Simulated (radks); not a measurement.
Spherical quantum dot in the effective-mass picture: electrons in a well V = -V0 / (1 + exp((r - R)/a)) with V0 = 4.36, R = 10.8, a = 1.2, all in effective atomic units (hartree* = m*/eps^2 hartree, bohr* = eps/m* bohr), one dielectric constant everywhere. Calculated with a radial shooting solver with Libxc functionals: non-relativistic Kohn-Sham, LDA (Slater exchange, Perdew-Wang correlation), spin-polarised, spherical densities. Levels are named by radial order and angular momentum (1s, 1p, 1d, 2s, ...), and open shells are averaged over m. Results are scaled to m* = 0.071 and eps = 17.8, for which hartree* = 6.098 meV and bohr* = 13.27 nm.

N = 25, configuration 1s2 1p6 1d10 1f(up 7, down 0). This is the lowest configuration that the search found (a dilute case). Occupied and some empty levels:

| level | occupation | eigenvalue (meV) | <r> (nm) |
|---|---|---|---|
| 1s up | 1 | -6.1408 | 91.10 |
| 1s down | 1 | -6.0055 | 90.30 |
| 1p up | 3 | -5.9925 | 93.07 |
| 1p down | 3 | -5.8531 | 92.61 |
| 1d up | 5 | -5.7202 | 95.39 |
| 1d down | 5 | -5.5771 | 95.18 |
| 1f up | 7 | -5.3401 | 97.72 |
| 1f down | 0 | -5.1948 | 97.68 |
| 1g up | 0 | -4.8640 | 99.96 |
| 1g down | 0 | -4.7178 | 100.0 |
| 2s up | 0 | -4.7118 | 65.08 |
| 2s down | 0 | -4.6604 | 64.35 |
| 2p up | 0 | -4.2955 | 75.24 |
| 2p down | 0 | -4.2268 | 74.72 |
| 2d up | 0 | -3.7665 | 82.15 |
| 2d down | 0 | -3.6851 | 81.76 |

Energy (meV): total -378.978, kinetic 22.882, external -619.34, Hartree 246.06, exchange-correlation -28.582.
